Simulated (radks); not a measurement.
Effect of the nuclear size on neutral tungsten, [Xe] 4f14 5d4 6s2. Calculated with a radial shooting solver on a logarithmic mesh with Libxc functionals: Dirac Kohn-Sham, exchange-only LDA, spin-unpolarised, spherical densities, finite nucleus; open shells fill j = l - 1/2 first; Fermi nuclear charge, rms radius 5.3658 fm. The rms radius is varied about that value; shifts are against it.

rms radius (fm),total energy shift (eV),density at nucleus (e/bohr^3),1s1/2 shift (meV),2s1/2 shift (meV),5s1/2 shift (meV),5p1/2 shift (meV),6s1/2 shift (meV),5d3/2 shift (meV),6p1/2 (empty) shift (meV)
4.4751,-18.1,1.511e+06,-7340,-1030,-9.41,0.569,-0.605,0.589,0.193
4.9365,-9.00,1.46e+06,-3650,-514,-4.68,0.282,-0.301,0.293,0.096
5.3658,0,1.419e+06,0.000,0.000,0.000,0.000,0.000,0.000,0.000
5.5643,4.32,1.401e+06,1750,247,2.25,-0.136,0.145,-0.141,-0.046
6.6912,30.8,1.314e+06,12500,1760,16.0,-0.963,1.03,-1.00,-0.328

Slopes of the eigenvalues against <r^2> in GHz/fm^2, as finite differences over the two radii next to the reference (eigenvalue slopes, not the field-shift constants of lines): 1s1/2 198000, 2s1/2 27900, 5s1/2 254, 5p1/2 -15.3, 6s1/2 16.3, 5d3/2 -15.9, 6p1/2 (empty) -5.20.
